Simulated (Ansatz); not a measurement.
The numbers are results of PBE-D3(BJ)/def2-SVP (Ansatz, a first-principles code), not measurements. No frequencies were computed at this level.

Ansatz 0.2 input:
```yaml
crystal:
  periodic: [false, false, false]
  atoms:
    - { symbol: Zn, position_ang: [0.354907, -0.133769, -0.048017] }
    - { symbol: N, position_ang: [0.498505, 1.023856, 1.368164] }
    - { symbol: H, position_ang: [1.385418, 1.454832, 1.5843] }
    - { symbol: H, position_ang: [0.125231, 0.693688, 2.247765] }
    - { symbol: N, position_ang: [-0.622334, -0.977623, -1.35155] }
    - { symbol: H, position_ang: [-0.307385, -1.857202, -1.733922] }
    - { symbol: H, position_ang: [-0.887965, -0.406695, -2.142472] }
basis:
  gaussian: { orbitals: def2-svp }
hamiltonian:
  xc: pbe
  dispersion: d3bj
relax:
  max_steps: 150
```

Output:

```
Functional definition: PBE
934 factors; their error is unknown
mean field evaluation 1: about -51424.3860 eV, gradient 1.0e2 eV
mean field evaluation 2: about -51322.8376 eV, gradient 2.0e2 eV
mean field evaluation 4: about -51444.3860 eV, gradient 8.1e0 eV
mean field evaluation 8: about -51444.5540 eV, gradient 1.1e-1 eV
mean field evaluation 16: about -51444.5060 eV, gradient 8.8e-5 eV
mean field -51444.50600874 eV, -1890.5507254825 hartree, gradient 1.8e-5 eV, S^2 0.000000; 0 other end points of the search recorded, 0 dependent functions left out
reference -51444.50605268 eV, -1890.5507270972 hartree; 24, 24 occupied and 55, 55 virtual orbitals, 934 factors
relax step   1: F+E_penalty+E_count = -51444.59838128 eV  Δ(F+E_penalty+E_count) = +0.000e0 eV  max|allowed force component| = 8.324e-1 eV/Å  Δτ_max = 0.0000 Å  (26 SCF iters, accepted)
these checks for a lower state are left out or cut short: starts, cluster_reference, orbital_swaps, neighbouring_geometries, increment
934 factors; their error is unknown
mean field -51444.59906387 eV, -1890.5541451954 hartree, gradient 1.4e-5 eV, S^2 0.000000; 0 other end points of the search recorded, 0 dependent functions left out
reference -51444.59910721 eV, -1890.5541467881 hartree; 24, 24 occupied and 55, 55 virtual orbitals, 934 factors
relax step   2: F+E_penalty+E_count = -51444.69103067 eV  Δ(F+E_penalty+E_count) = -9.265e-2 eV  max|allowed force component| = 2.825e-1 eV/Å  Δτ_max = 0.1386 Å  (28 SCF iters, accepted)
these checks for a lower state are left out or cut short: starts, cluster_reference, orbital_swaps, neighbouring_geometries, increment
934 factors; their error is unknown
mean field evaluation 32: about -51444.6243 eV, gradient 9.1e-6 eV
mean field -51444.62425420 eV, -1890.5550709233 hartree, gradient 9.1e-6 eV, S^2 0.000000; 0 other end points of the search recorded, 0 dependent functions left out
reference -51444.62429666 eV, -1890.5550724835 hartree; 24, 24 occupied and 55, 55 virtual orbitals, 934 factors
relax step   3: F+E_penalty+E_count = -51444.71609292 eV  Δ(F+E_penalty+E_count) = -2.506e-2 eV  max|allowed force component| = 6.685e-1 eV/Å  Δτ_max = 0.1999 Å  (27 SCF iters, accepted)
these checks for a lower state are left out or cut short: starts, cluster_reference, orbital_swaps, neighbouring_geometries, increment
934 factors; their error is unknown
mean field -51444.63733790 eV, -1890.5555517402 hartree, gradient 6.6e-6 eV, S^2 0.000000; 0 other end points of the search recorded, 0 dependent functions left out
reference -51444.63738037 eV, -1890.5555533008 hartree; 24, 24 occupied and 55, 55 virtual orbitals, 934 factors
relax step   4: F+E_penalty+E_count = -51444.72963511 eV  Δ(F+E_penalty+E_count) = -1.354e-2 eV  max|allowed force component| = 1.606e-1 eV/Å  Δτ_max = 0.0730 Å  (28 SCF iters, accepted)
these checks for a lower state are left out or cut short: starts, cluster_reference, orbital_swaps, neighbouring_geometries, increment
934 factors; their error is unknown
mean field -51444.64205518 eV, -1890.5557250971 hartree, gradient 7.0e-6 eV, S^2 0.000000; 0 other end points of the search recorded, 0 dependent functions left out
reference -51444.64209766 eV, -1890.5557266583 hartree; 24, 24 occupied and 55, 55 virtual orbitals, 934 factors
relax step   5: F+E_penalty+E_count = -51444.73421371 eV  Δ(F+E_penalty+E_count) = -4.579e-3 eV  max|allowed force component| = 5.447e-2 eV/Å  Δτ_max = 0.0260 Å  (28 SCF iters, accepted)
these checks for a lower state are left out or cut short: starts, cluster_reference, orbital_swaps, neighbouring_geometries, increment
934 factors; their error is unknown
mean field -51444.64240813 eV, -1890.5557380678 hartree, gradient 7.1e-6 eV, S^2 0.000000; 0 other end points of the search recorded, 0 dependent functions left out
reference -51444.64245068 eV, -1890.5557396313 hartree; 24, 24 occupied and 55, 55 virtual orbitals, 934 factors
relax step   6: F+E_penalty+E_count = -51444.73456130 eV  Δ(F+E_penalty+E_count) = -3.476e-4 eV  max|allowed force component| = 3.092e-2 eV/Å  Δτ_max = 0.0160 Å  (28 SCF iters, accepted)
these checks for a lower state are left out or cut short: starts, cluster_reference, orbital_swaps, neighbouring_geometries, increment
934 factors; their error is unknown
mean field -51444.64257552 eV, -1890.5557442192 hartree, gradient 6.6e-6 eV, S^2 0.000000; 0 other end points of the search recorded, 0 dependent functions left out
reference -51444.64261818 eV, -1890.5557457871 hartree; 24, 24 occupied and 55, 55 virtual orbitals, 934 factors
relax step   7: F+E_penalty+E_count = -51444.73471486 eV  Δ(F+E_penalty+E_count) = -1.536e-4 eV  max|allowed force component| = 1.700e-2 eV/Å  Δτ_max = 0.0097 Å  (28 SCF iters, accepted)
these checks for a lower state are left out or cut short: starts, cluster_reference, orbital_swaps, neighbouring_geometries, increment
934 factors; their error is unknown
mean field evaluation 64: about -51444.6426 eV, gradient 6.8e-4 eV
mean field -51444.64260718 eV, -1890.5557453825 hartree, gradient 2.5e-5 eV, S^2 0.000000; 0 other end points of the search recorded, 0 dependent functions left out
reference -51444.64264982 eV, -1890.5557469498 hartree; 24, 24 occupied and 55, 55 virtual orbitals, 934 factors
relax step   8: F+E_penalty+E_count = -51444.73476572 eV  Δ(F+E_penalty+E_count) = -5.086e-5 eV  max|allowed force component| = 4.766e-3 eV/Å  Δτ_max = 0.0029 Å  (21 SCF iters, accepted)
934 factors; their error is unknown
mean field -51444.64260718 eV, -1890.5557453825 hartree, gradient 2.5e-5 eV, S^2 0.000000; 1 other end points of the search recorded, 0 dependent functions left out
reference -51444.64264982 eV, -1890.5557469498 hartree; 24, 24 occupied and 55, 55 virtual orbitals, 934 factors
Total energy: -51444.73480837 eV, -1890.5591337139 hartree
Atom 0 at     0.034833    -0.012835    -0.004894 Å, force     0.001052    -0.000252     0.000017 eV/Å
Atom 1 at     0.483005     1.077103     1.394735 Å, force    -0.004766    -0.000971     0.000553 eV/Å
Atom 2 at     1.491127     1.258418     1.485894 Å, force     0.003884     0.000455     0.000234 eV/Å
Atom 3 at     0.178976     0.726821     2.313277 Å, force     0.000068     0.000240    -0.001831 eV/Å
Atom 4 at    -0.674267    -1.005295    -1.368691 Å, force    -0.003016     0.003741     0.000303 eV/Å
Atom 5 at    -0.080421    -1.785108    -1.679717 Å, force     0.002447    -0.002817    -0.001096 eV/Å
Atom 6 at    -0.886877    -0.462017    -2.216335 Å, force     0.000331    -0.000396     0.001820 eV/Å
Dipole moment:     0.330709    -0.123559    -0.045400 e Å
```

Cost: around 13 core-seconds (rough).
